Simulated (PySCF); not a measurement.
Ga(Me)2(SH) (C₂H₇GaS), SMILES [CH3][Ga]([CH3])[SH]. Atoms are numbered in the order given.

```xyz
11

Ga    -0.2416     0.1951    -0.0699
C     -2.0317    -0.6164    -0.2756
H     -2.0237    -1.6881    -0.0296
H     -2.3771    -0.4987    -1.3161
H     -2.7624    -0.1076     0.3737
C      0.2034     2.1165    -0.2274
H      1.2809     2.2776    -0.3792
H     -0.0943     2.6357     0.6992
H     -0.3487     2.5802    -1.0601
S      1.3999    -1.2455     0.4039
H      2.3855    -0.3187     0.4356
```
Charge 0, spin multiplicity 1.

The structure is a stationary point at B3LYP-D3(BJ)/def2-SVP. The structure was generated by enumeration; whether it is a known compound was not checked. One conformer was computed; it need not be the lowest.

Method: r2SCAN/def2-TZVP in PySCF.

The molecule is in vacuum.

| Quantity | Result |
|---|---|
| total energy | -2403.47319 hartree |
| highest occupied level | -6.40 eV |
| lowest empty level | -1.19 eV |
| orbital gap | 5.21 eV |
| dipole moment | 1.97 D |
| quadrupole, principal values (traceless, Buckingham form, about the centre of nuclear charge) | -5.33, 1.95, 3.38 D·Å |
| mean static polarisability | 74.5 bohr³ (11.04 Å³) |
| polarisability, principal values | 55.5, 79.2, 88.8 bohr³ |
